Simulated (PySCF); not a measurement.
Computed shifts of a molecule C4H8BN, PBE/pcSseg-1 (PySCF), GIAO, gas phase, equivalent atoms averaged, in ppm (number of nuclei): ¹⁵N: 107.3 (1). ¹³C: 143.4 (2), 29.2 (2). ¹H: 6.32 (2), 4.26 (2), 2.02 (4). References: ¹⁵N against NH3 (σ = 267.0 ppm); ¹¹B against BF3 (σ = 83.9 ppm); ¹³C against TMS (σ = 182.0 ppm); ¹H against TMS (σ = 31.49 ppm), references at their B3LYP-D3(BJ)/def2-TZVP geometries, non-relativistic. Geometry: B3LYP-D3(BJ)/def2-SVP. Other conformers were not sampled.

Task: Identify the compound among the candidates.
A. CB1C=NCC1
B. CC1=CCB1N
C. CC1=CB(N)C1
D. NB1CC=CC1

Result: D, NB1CC=CC1
